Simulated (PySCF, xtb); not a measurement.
AgF, SMILES [F][Ag], multiplicity 1.

GFN2-xTB (xtb 6.7.1) at its own geometry gives an orbital gap of 3.79 eV and a dipole moment of 6.36 D.

Geometry: B3LYP-D3(BJ)/def2-TZVPD. The spin state was assumed, not searched. The def2 effective core potentials stand for the cores of Ag; spin–orbit coupling is left out.

### Question
What does r2SCAN/def2-TZVPD run with PySCF give? (Estimate from the structure and the level; the computed values follow.)

### Answer
gap 2.87 eV (levels -6.80 and -3.93 eV), dipole 5.61 D.
